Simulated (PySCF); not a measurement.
# Ta: excitation energy

Ta [Xe] 4f14 5d3 6s2 (4F) → Ta [Xe] 4f14 5d3 6s1 6p1 (high-spin determinant), as a difference of total energies. All numbers are calculated (PySCF 2.14, the spin-free X2C one-electron Hamiltonian (Gaussian nucleus), in x2c-TZVPPall). Correlated levels: valence: [Xe] 4f14 frozen. The calculations carry no spin-orbit coupling.

| method | excitation energy (eV) |
| --- | --- |
| UHF | 1.139 |
| MP2 (valence) | 2.124 |
| SCS-MP2 (valence) | 2.465 |
| CCSD (valence) | 2.251 |
| CCSD(T) (valence) | 2.327 |

Q: How much does correlation contribute at CCSD(T) (valence)?

A: 2.327 − (1.139) = 1.188 eV, measured against UHF.

A first-order spin-orbit estimate (lowest level to lowest level, LS coupling) adds -0.186 eV.

The basis was made for the ground configuration and has no added diffuse functions, so the excitation energy can come out too high.

The determinant of the upper state mixes LS terms, which raises its energy above the lowest term, most at the Hartree-Fock and MP2 levels.
